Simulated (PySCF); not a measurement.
Compound: [NbOF5]2- (charge -2 and singlet state).
Structure used (PBE0-D3(BJ)/def2-SVP), in Å, numbered top down from 1:
```
atom  x, y, z in Å
Nb1   -0.0010   -0.0004    0.1439
O2    -0.0163   -0.0088    1.8959
F3     0.0147    0.0057   -1.9131
F4     1.9585    0.0054   -0.0156
F5    -1.9578   -0.0026   -0.0479
F6    -0.0032    1.9585   -0.0235
F7     0.0050   -1.9580   -0.0397
```

The calculation used PBE0-D3(BJ)/def2-SVP geometry optimisation, gas phase, def2 core potentials past Kr in PySCF 2.14.0.

Question: Which atoms are bound to Nb1, and at what distances?

Answer: 6 atoms: O2 1.752 Å, F4 1.966 Å, F6 1.966 Å, F7 1.966 Å, F5 1.966 Å, F3 2.057 Å.

Question: List the angles at Nb1.

Answer: 
| angle | degrees | distance of the outer atoms (Å) |
| --- | --- | --- |
| O2–Nb1–F3 | 179.9 | 3.81 |
| F6–Nb1–F7 | 169.8 | 3.92 |
| F4–Nb1–F5 | 169.8 | 3.92 |
| O2–Nb1–F6 | 95.2 | 2.75 |
| O2–Nb1–F4 | 95.2 | 2.75 |
| O2–Nb1–F5 | 95.1 | 2.75 |
| O2–Nb1–F7 | 95.1 | 2.75 |
| F5–Nb1–F7 | 89.6 | 2.77 |
| F4–Nb1–F7 | 89.6 | 2.77 |
| F5–Nb1–F6 | 89.5 | 2.77 |
| F4–Nb1–F6 | 89.5 | 2.77 |
| F3–Nb1–F6 | 84.9 | 2.72 |
| F3–Nb1–F4 | 84.9 | 2.72 |
| F3–Nb1–F5 | 84.8 | 2.71 |
| F3–Nb1–F7 | 84.8 | 2.71 |

Question: What is the shape at Nb1?

Answer: Distorted octahedral: the three widest angles are 179.9°, 169.8° and 169.8°, the others run from 84.8° to 95.2°. The Nb–F distances aren't all alike: 1.966 to 2.057 Å.

Question: What are the rotational constants (commonest isotopes, rigid rotor)?

Answer: A = 1840, B = 1840, C = 1734 MHz: an oblate symmetric top.

Point group: C4v (every atom within 0.08 Å of its image). Charge -2, singlet. Whether so highly charged an anion holds all its electrons in the gas phase wasn't checked; a finite basis holds them in any case. No counter-ion or solvent screens the charge of this multiply charged ion. The geometry's basis has no diffuse functions, a weakness for an anion. No PBE0-D3(BJ)/def2-SVP frequencies stand behind this structure, so it isn't proved a minimum.

Hardware: x86-64 server, one thread, on a shared host. Cost: 58 s of wall time. This is the geometry optimisation.
